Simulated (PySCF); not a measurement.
Species: `CCC[C@](C)(OC)C(N)=O`. The columns A, B, C and D hold Mulliken, IAO, Hirshfeld and ESP-fitted charges (e) of one PBE0/pcSseg-1 density (PySCF), in a shuffled order. Coordinates in Å (GFN2-xTB); the density's dipole moment is (-0.54, -2.58, -1.18) D.

```json
{"atom": "C1", "x": "3.169", "y": "-0.685", "z": "0.404", "A": "-0.249", "B": "-0.420", "C": "-0.415", "D": "-0.116"}
{"atom": "C2", "x": "1.792", "y": "-0.456", "z": "-0.207", "A": "-0.283", "B": "+0.390", "C": "-0.253", "D": "-0.075"}
{"atom": "C3", "x": "0.820", "y": "0.110", "z": "0.825", "A": "-0.122", "B": "-0.401", "C": "-0.250", "D": "-0.073"}
{"atom": "C4", "x": "-0.623", "y": "0.279", "z": "0.306", "A": "-0.246", "B": "+0.396", "C": "+0.175", "D": "+0.082"}
{"atom": "C5", "x": "-1.506", "y": "0.787", "z": "1.450", "A": "-0.142", "B": "-0.578", "C": "-0.432", "D": "-0.129"}
{"atom": "O6", "x": "-1.023", "y": "-0.996", "z": "-0.193", "A": "-0.523", "B": "-0.333", "C": "-0.406", "D": "-0.123"}
{"atom": "C7", "x": "-2.394", "y": "-1.155", "z": "-0.476", "A": "-0.032", "B": "-0.222", "C": "-0.208", "D": "-0.044"}
{"atom": "C8", "x": "-0.605", "y": "1.335", "z": "-0.818", "A": "+0.462", "B": "+0.733", "C": "+0.417", "D": "+0.168"}
{"atom": "N9", "x": "-0.519", "y": "0.809", "z": "-2.057", "A": "-0.376", "B": "-0.904", "C": "-0.504", "D": "-0.165"}
{"atom": "O10", "x": "-0.651", "y": "2.526", "z": "-0.602", "A": "-0.424", "B": "-0.594", "C": "-0.508", "D": "-0.294"}
{"atom": "H11", "x": "3.581", "y": "0.251", "z": "0.774", "A": "+0.108", "B": "+0.098", "C": "+0.136", "D": "+0.039"}
{"atom": "H12", "x": "3.852", "y": "-1.092", "z": "-0.337", "A": "+0.113", "B": "+0.088", "C": "+0.141", "D": "+0.040"}
{"atom": "H13", "x": "3.108", "y": "-1.384", "z": "1.235", "A": "+0.107", "B": "+0.101", "C": "+0.135", "D": "+0.038"}
{"atom": "H14", "x": "1.397", "y": "-1.400", "z": "-0.583", "A": "+0.126", "B": "-0.073", "C": "+0.137", "D": "+0.028"}
{"atom": "H15", "x": "1.885", "y": "0.238", "z": "-1.045", "A": "+0.121", "B": "-0.066", "C": "+0.129", "D": "+0.027"}
{"atom": "H16", "x": "0.784", "y": "-0.565", "z": "1.682", "A": "+0.119", "B": "+0.107", "C": "+0.135", "D": "+0.038"}
{"atom": "H17", "x": "1.171", "y": "1.084", "z": "1.166", "A": "+0.128", "B": "+0.105", "C": "+0.141", "D": "+0.042"}
{"atom": "H18", "x": "-1.526", "y": "0.061", "z": "2.259", "A": "+0.117", "B": "+0.164", "C": "+0.141", "D": "+0.042"}
{"atom": "H19", "x": "-1.097", "y": "1.724", "z": "1.816", "A": "+0.140", "B": "+0.153", "C": "+0.167", "D": "+0.047"}
{"atom": "H20", "x": "-2.520", "y": "0.977", "z": "1.109", "A": "+0.115", "B": "+0.150", "C": "+0.142", "D": "+0.039"}
{"atom": "H21", "x": "-2.476", "y": "-2.078", "z": "-1.049", "A": "+0.121", "B": "+0.133", "C": "+0.155", "D": "+0.049"}
{"atom": "H22", "x": "-2.986", "y": "-1.256", "z": "0.439", "A": "+0.110", "B": "+0.115", "C": "+0.131", "D": "+0.041"}
{"atom": "H23", "x": "-2.790", "y": "-0.324", "z": "-1.069", "A": "+0.098", "B": "+0.087", "C": "+0.125", "D": "+0.033"}
{"atom": "H24", "x": "-0.417", "y": "-0.186", "z": "-2.166", "A": "+0.218", "B": "+0.368", "C": "+0.284", "D": "+0.125"}
{"atom": "H25", "x": "-0.436", "y": "1.417", "z": "-2.853", "A": "+0.191", "B": "+0.402", "C": "+0.283", "D": "+0.142"}
```

Q: Which column most likely holds the ESP-fitted charges?

A: B. Σ q r misses the density's dipole by 0.04 D (B), 0.30 D (C), 0.62 D (D), 2.22 D (A). Charges fitted to the outside potential are the only set here that is tied to the molecule's multipoles.

Q: And the Hirshfeld charges?

A: D. The mean sizes are 0.082 e (D), 0.192 e (A), 0.238 e (C), 0.287 e (B), and Hirshfeld charges are commonly the smallest of these schemes.

As computed, A = Mulliken, B = ESP-fitted, C = IAO, D = Hirshfeld. Hydrogens on carbon: Mulliken +0.10 to +0.14, ESP-fitted -0.07 to +0.16, IAO +0.13 to +0.17, Hirshfeld +0.03 to +0.05 e.

The Hirshfeld scheme weights the molecular density at each point by an atom's share of the summed free-atom densities. The IAO scheme projects the occupied orbitals on a minimal set of polarised atomic orbitals and counts the electrons in each atom's part of it.

Geometry: GFN2-xTB, one conformer, isolated molecule.

These values come from a run that also computed NMR shieldings. Hardware: Arm Neoverse V2, one thread (shared host). Cost: 62 s wall.
